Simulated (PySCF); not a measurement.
# Reading the logs of faulty runs: Al2BFH4

These are calculations, not measurements. The program is PySCF 2.14.0, an open-source quantum chemistry code, run on an isolated molecule that a program drew, which may never have been made. The molecule is Al2BFH4 (charge 0, singlet), drawn as the SMILES string `F[BH][AlH][AlH2]`.

Each row is a Hartree-Fock (HF) and frozen-core CCSD(T) single point in the cc-pV(D+d)Z basis, meant for a local HF minimum. Run 1 is clean. Each other run has one planted mistake out of seven kinds, and not every kind appears here: one electron removed, one electron added, multiplicity raised by two, geometry at a saddle point, minimal basis STO-3G, one bond length entered in bohr, all coordinates scaled. The reference is restricted for singlets and unrestricted otherwise, and also for a bond in bohr. Adding or removing an electron swaps singlet and doublet. Electrons count all cores. HOMO and LUMO are orbital energies over both spins, the gradient is its largest component, and the lowest frequency (negative if imaginary) is given only where the gradient is small. Bond lengths are over the 7 bonds as drawn. T1 is the CCSD diagnostic: over 0.02 (restricted) or 0.045 (unrestricted) a single reference is doubtful.

Geometry of the clean run:
```xyz
8
Al2BFH4, angstrom
F    -0.5580    1.5723    4.4707
B    -1.0154    1.6647    3.2127
Al   -0.3345    0.2547    1.7030
Al    1.8785    0.4973    0.3013
H    -1.7899    2.5754    3.0328
H    -1.2875   -0.9939    1.4260
H     3.2340   -0.2071    0.7390
H     1.9343    1.3530   -1.0374
```

```
run,electrons,basis functions,<S^2>,HOMO (eV),LUMO (eV),gradient (hartree/bohr),lowest frequency (cm^-1),mean bond (Å),longest bond (Å),T1,HF (hartree),CCSD(T) (hartree),mistake
1,44,94,0.000,-8.94,0.53,2.1e-05,46,1.7329,2.631,0.0160,-610.29211,-610.74214,no fault
2,44,94,2.018,-6.06,-1.44,2.5e-02,-,1.7329,2.631,0.0447,-610.19570,-610.64097,multiplicity raised by two
3,44,94,0.970,-7.48,0.36,2.6e-02,-,2.0094,4.110,0.0238,-610.21287,-610.64025,one bond length entered in bohr
4,44,94,0.000,-8.92,0.44,3.6e-02,-,1.8005,2.733,0.0167,-610.28368,-610.73549,all coordinates scaled
5,45,94,0.769,-0.45,4.81,2.2e-02,-,1.7329,2.631,0.0489,-610.28899,-610.75593,one electron added
6,44,32,0.000,-5.32,8.06,3.6e-02,-,1.7329,2.631,0.0175,-602.73538,-602.89830,?
```

**Which mistake was planted in run 6, and what did it cost?**

It has 32 basis functions where the clean run has 94, with the same electrons and geometry. So the mistake is: minimal basis STO-3G. Subtracting run 1 and multiplying by 627.51 kcal/mol a hartree, the energy moved by 4741.9 kcal/mol in HF and 4922.1 kcal/mol in CCSD(T).

Cautions from the logs. Run 5: T1 is over the limit, so its CCSD(T) energy is less reliable.
